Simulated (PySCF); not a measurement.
Threshold energies of GeO in a plasma

CCSD(T) extrapolated to the basis-set limit (PySCF; GeO CCSD(T)/CBS(DT)+CV, GeO⁺ CCSD(T)/CBS(DT)+CV; CV core-valence, SR scalar-relativistic term); no spin–orbit coupling.

```csv
species,state (unpaired electrons),Re (Å),ωe (cm⁻¹),energy of the minimum from the neutral (eV),De (eV),dissociates to
GeO,singlet (closed shell),1.624,988,0.00,6.95,Ge + O
GeO⁺,doublet (π ↑),1.763,745,11.12,3.75,Ge⁺ + O
```

Problem. Work out the lowest energy to break GeO into atoms, from its vibrational ground state.

Solution. D0 = De − ωe/2 = 6.95 − 0.06 = 6.89 eV (composite CCSD(T)).

Problem. Work out the ionisation energy of the Ge atom at this level and the threshold of dissociative ionisation.

Solution. IE(Ge) = 11.12 + 3.75 − 6.95 = 7.92 eV, so Ge⁺ + O + e⁻ appears at D0 + IE(Ge) = 14.81 eV (composite CCSD(T)). The measured IE(Ge) is 7.899 eV (NIST ASD).

These are thermodynamic thresholds; the onsets seen under electron impact lie higher where the geometry changes, and cross-sections peak well above them.

For an ion De counts to the pair picked by the measured ionisation energies or electron affinities, which need not be the lowest pair at this level. Where the molecule has an RHF reference, its open-shell atoms are computed with UHF. The CCSD T1 diagnostic is raised in GeO, a sign that a single reference may not be enough there. States were picked by a PBE0 search and need not be the measured ground states.
